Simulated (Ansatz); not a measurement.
One geometry of C$_{2}$H$_{8}$Si$_{2}$ (`[SiH3]/C=C/[SiH3]`), several functionals.

```yaml
crystal:
  periodic: [false, false, false]
  atoms:
    - {symbol: Si, position_ang: [-0.561041, 2.219271, 0.189559]}
    - {symbol: C, position_ang: [-0.544244, 0.356621, 0.118806]}
    - {symbol: C, position_ang: [0.557312, -0.365858, -0.111852]}
    - {symbol: Si, position_ang: [0.573829, -2.228454, -0.184043]}
    - {symbol: H, position_ang: [-1.044542, 2.689420, 1.516166]}
    - {symbol: H, position_ang: [0.818698, 2.721090, -0.042938]}
    - {symbol: H, position_ang: [-1.473532, 2.774936, -0.846471]}
    - {symbol: H, position_ang: [-1.486061, -0.172351, 0.273894]}
    - {symbol: H, position_ang: [1.499163, 0.163067, -0.266926]}
    - {symbol: H, position_ang: [1.491598, -2.785173, 0.846724]}
    - {symbol: H, position_ang: [-0.804746, -2.730528, 0.054778]}
    - {symbol: H, position_ang: [1.050566, -2.697241, -1.513598]}
basis:
  gaussian: {orbitals: def2-TZVPP}
hamiltonian: {xc: {name: r2SCANh}, dispersion: d4}
output: {orbitals: {seedname: orbitals}}
```

```sh
$ ansatz run in.yaml --threads 2 --pin off --events-out ev --progress --plain --max-ram 32768MiB --backend cpu
```

It prints (some lines left out):

```
Functional definition: r2SCANh
1408 factors; their error is unknown
mean field evaluation 1: about -17950.6582 eV, gradient 5.1e1 eV
mean field evaluation 2: about -17944.0038 eV, gradient 6.8e1 eV
mean field evaluation 4: about -17956.9815 eV, gradient 1.5e0 eV
mean field evaluation 8: about -17956.9714 eV, gradient 3.4e-1 eV
mean field evaluation 16: about -17956.9716 eV, gradient 3.4e-5 eV
mean field -17956.97155657 eV, -659.9065330313 hartree, gradient 3.4e-5 eV, S^2 0.000000; 0 other end points of the search recorded, 0 dependent functions left out
reference -17956.97157110 eV, -659.9065335655 hartree; 24, 24 occupied and 234, 234 virtual orbitals, 1408 factors
Total energy: -17957.03874918 eV, -659.9090023145 hartree
```

Hardware: 2 threads of an AMD EPYC 7R13 on a shared host. Wall time 6 s, peak host memory 0.66 GiB.

Changing it to `hamiltonian: {xc: {name: PBE-QIDH}}` (abridged; 7 s):

```
Functional definition: PBE-QIDH
mean field evaluation 16: about -17939.6103 eV, gradient 1.6e-5 eV
mean field -17939.61030997 eV, -659.2685189869 hartree, gradient 1.9e-6 eV, S^2 0.000000
12 core orbitals not correlated: weight in the atoms' cores, before any rotation towards them, 1.000 or more for the frozen orbitals, at most 0.000 for the correlated occupied ones
second order -17.94002790 eV of doubles, -0.00000000 eV of singles
Total energy: -17945.59033467 eV, -659.4882808410 hartree
```

With the line `hamiltonian: {xc: {name: B3LYP}, dispersion: d4}` and forces (abridged; 6.5 s):

```
Functional definition: B3LYP
mean field evaluation 16: about -17961.5607 eV, gradient 4.0e-5 eV
mean field -17961.56069719 eV, -660.0751808388 hartree, gradient 4.0e-5 eV, S^2 0.000000
Total energy: -17961.96807828 eV, -660.0901518176 hartree
Atom 0 force    -0.017226     0.138661     0.008119 eV/Å
Atom 1 force    -0.093903     0.007998     0.017672 eV/Å
Atom 2 force     0.094103    -0.008097    -0.017721 eV/Å
Atom 3 force     0.017146    -0.138788    -0.008446 eV/Å
Atom 4 force     0.029598    -0.023150    -0.080904 eV/Å
Atom 5 force    -0.091152    -0.026632     0.015397 eV/Å
Atom 6 force     0.055593    -0.028097     0.063942 eV/Å
Atom 7 force     0.059775     0.038747    -0.009865 eV/Å
Atom 8 force    -0.060028    -0.038598     0.009830 eV/Å
Atom 9 force    -0.056097     0.028420    -0.063290 eV/Å
Atom 10 force     0.091162     0.026742    -0.016071 eV/Å
Atom 11 force    -0.028971     0.022795     0.081335 eV/Å
Dipole moment:     0.000005     0.000005     0.000052 e Å
```

The same input with `hamiltonian: {xc: r2scan, dispersion: d4}` and forces (abridged; 6 s):

```
Functional definition: r2SCAN
mean field evaluation 16: about -17957.1351 eV, gradient 2.4e-4 eV
mean field -17957.13506510 eV, -659.9125418591 hartree, gradient 1.9e-5 eV, S^2 0.000000
Total energy: -17957.19805605 eV, -659.9148567340 hartree
Atom 0 force     0.001427     0.025210     0.000755 eV/Å
Atom 1 force    -0.178425     0.185252     0.039790 eV/Å
Atom 2 force     0.178607    -0.185344    -0.039924 eV/Å
Atom 3 force    -0.001437    -0.025348    -0.000679 eV/Å
Atom 4 force     0.004778    -0.001977    -0.026833 eV/Å
Atom 5 force    -0.033883    -0.007712     0.005638 eV/Å
Atom 6 force     0.013625    -0.003555     0.023586 eV/Å
Atom 7 force    -0.006139    -0.008845     0.000576 eV/Å
Atom 8 force     0.005880     0.008987    -0.000652 eV/Å
Atom 9 force    -0.013932     0.003798    -0.023224 eV/Å
Atom 10 force     0.033933     0.007814    -0.006107 eV/Å
Atom 11 force    -0.004436     0.001720     0.027072 eV/Å
Dipole moment:    -0.000000     0.000006     0.000024 e Å
```

With the line `hamiltonian: {xc: pbe, dispersion: d4}` and forces (abridged; 3.3 s):

```
Functional definition: PBE
mean field evaluation 16: about -17948.4926 eV, gradient 1.5e-5 eV
mean field -17948.49255638 eV, -659.5949355217 hartree, gradient 1.5e-5 eV, S^2 0.000000
Total energy: -17948.74493831 eV, -659.6042103866 hartree
Atom 0 force    -0.011557    -0.006910     0.002025 eV/Å
Atom 1 force    -0.273763     0.276241     0.060829 eV/Å
Atom 2 force     0.273955    -0.276314    -0.060890 eV/Å
Atom 3 force     0.011553     0.006770    -0.001857 eV/Å
Atom 4 force    -0.052831     0.058833     0.135142 eV/Å
Atom 5 force     0.139627     0.055908    -0.023581 eV/Å
Atom 6 force    -0.096391     0.067665    -0.103176 eV/Å
Atom 7 force    -0.207336    -0.097232     0.034639 eV/Å
Atom 8 force     0.207093     0.097353    -0.034673 eV/Å
Atom 9 force     0.096746    -0.067584     0.102894 eV/Å
Atom 10 force    -0.139431    -0.055840     0.023903 eV/Å
Atom 11 force     0.052334    -0.058892    -0.135255 eV/Å
Dipole moment:    -0.000000     0.000005     0.000020 e Å
```

Changing it to `hamiltonian: {xc: pbe0, dispersion: d4}` (abridged; 3.9 s):

```
Functional definition: PBE0
mean field evaluation 16: about -17950.5225 eV, gradient 1.4e-5 eV
mean field -17950.52254469 eV, -659.6695362161 hartree, gradient 1.4e-5 eV, S^2 0.000000
Total energy: -17950.73637071 eV, -659.6773941776 hartree
```

B3LYP takes the VWN-RPA correlation (the form of Gaussian; ORCA's B3LYP/G).
